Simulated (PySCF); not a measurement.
C2H7ClSi2. Atoms are numbered in the order given.

```xyz
12

C     -3.3792     0.6531     0.5713
C     -2.5265     0.0228    -0.2532
Si    -0.8864    -0.7006     0.2976
Si     0.8799     0.6176    -0.5151
Cl     2.6839    -0.2709     0.0580
H     -4.3195     1.0873     0.2135
H     -3.1776     0.7598     1.6431
H     -2.7932    -0.0463    -1.3168
H     -0.7025    -2.0845    -0.2236
H     -0.8196    -0.7166     1.7856
H      0.8663     0.7175    -1.9998
H      0.8445     1.9940     0.0480
```

The structure is a stationary point at TPSSh-D3(BJ)/def2-SVP. Other conformers were not sampled.

Computed with PBE0/pcSseg-1 run with PySCF.

GIAO shieldings, no solvent; atoms listed in one row are averaged. δ = σ(ref) − σ: ¹³C against TMS (σ = 186.3 ppm); ²⁹Si against TMS (σ = 352.7 ppm); ³⁵Cl against HCl (σ = 945.9 ppm); ¹H against TMS (σ = 31.56 ppm), references at their B3LYP-D3(BJ)/def2-TZVP geometries, non-relativistic (without spin–orbit terms, shifts of atoms bonded to Cl or Br come out too high).

Computed chemical shifts:
```json
[
 {"nucleus": "¹³C", "atoms": "C1", "count": "1", "δ (ppm)": "151.0"},
 {"nucleus": "¹³C", "atoms": "C2", "count": "1", "δ (ppm)": "137.6"},
 {"nucleus": "²⁹Si", "atoms": "Si4", "count": "1", "δ (ppm)": "-19.2"},
 {"nucleus": "²⁹Si", "atoms": "Si3", "count": "1", "δ (ppm)": "-62.9"},
 {"nucleus": "³⁵Cl", "atoms": "Cl5", "count": "1", "δ (ppm)": "-99.7"},
 {"nucleus": "¹H", "atoms": "H6, H7", "count": "2", "δ (ppm)": "6.68"},
 {"nucleus": "¹H", "atoms": "H8", "count": "1", "δ (ppm)": "6.43"},
 {"nucleus": "¹H", "atoms": "H11, H12", "count": "2", "δ (ppm)": "5.38"},
 {"nucleus": "¹H", "atoms": "H9", "count": "1", "δ (ppm)": "4.60"},
 {"nucleus": "¹H", "atoms": "H10", "count": "1", "δ (ppm)": "4.45"}
]
```
